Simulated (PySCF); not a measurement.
C10H7N3, SMILES C1C2N3C(N=CN=C3C=CC=2)=CC=1.

Geometry: PBE0-D3(BJ)/def2-SVP.

Calculation: ωB97X/def2-SVP in PySCF.

Symmetry labels are those of the subgroup C2v that the program uses (full group C2v).

Computed valence orbital energies around the gap with their symmetry:
```tsv
orbital	symmetry	energy (eV)
HOMO−7	A2	-13.25
HOMO−6	B2	-13.00
HOMO−5	B1	-11.73
HOMO−4	A1	-11.07
HOMO−3	A2	-10.89
HOMO−2	B1	-10.33
HOMO−1	B2	-9.74
HOMO	A2	-6.96
LUMO	B1	-0.11
LUMO+1	A2	1.03
LUMO+2	B1	1.22
LUMO+3	A1	3.86
```
